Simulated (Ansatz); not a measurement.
Ideal-gas functions of CH$_{3}$BrSSi, SMILES `S=C[SiH2]Br` at 600 K and 1 bar, from an Ansatz frequency run at PBE0-D4/def2-TZVP.

Molar mass 155.09 g/mol, point group Cs (symmetry number 1), electronic degeneracy 1, moments of inertia 33.015, 596.286, 623.274 u Å². Harmonic wavenumbers (cm⁻¹, unscaled): 28, 107, 196, 432, 480, 672, 720, 779, 829, 926, 1097, 1241, 2255, 2267, 3095.

Use S(trans) = R[1.5 ln M + 2.5 ln T − 1.1517]; rotational temperatures θ = 24.2544 K / I; S(rot) = R[ln(√π/σ · √(T³/θAθBθC)) + 1.5]; for each mode x = 1.438777 ν̃/T, S = R[x/(eˣ − 1) − ln(1 − e⁻ˣ)] and H = RT x/(eˣ − 1); 1 cm⁻¹ = 0.0119627 kJ/mol; R = 8.31446 J/(mol·K).

By hand: the entropy, in J/(mol·K).

Translation 186.3. Rotation: θ = 0.7346, 0.0407, 0.0389 K, giving 125.1. Vibration, mode by mode: 30.77, 19.65, 14.67, 8.38, 7.59, 5.19, 4.74, 4.23, 3.85, 3.20, 2.32, 1.77, 0.24, 0.23, 0.04, in all 106.9. Electronic 0.0. Sum 418.3 J/(mol·K).

By hand: H − E and G − E in kJ/mol, counted from the electronic energy.

Zero-point energy ½ × 15124 × 0.0119627 = 90.5; thermal vibration 29.2; translation, rotation and pV give 4 RT = 20.0. H − E = 139.7 kJ/mol, and G − E = 139.7 − 600 × 418.3/1000 = -111.3 kJ/mol.

Vibration gives 26 % of the entropy, 50.4 J/(mol·K) of it from the modes under 150 cm⁻¹: soft modes count most, and the harmonic formula is weakest for them. The sum counts one conformer and one mirror image; others add a mixing term.
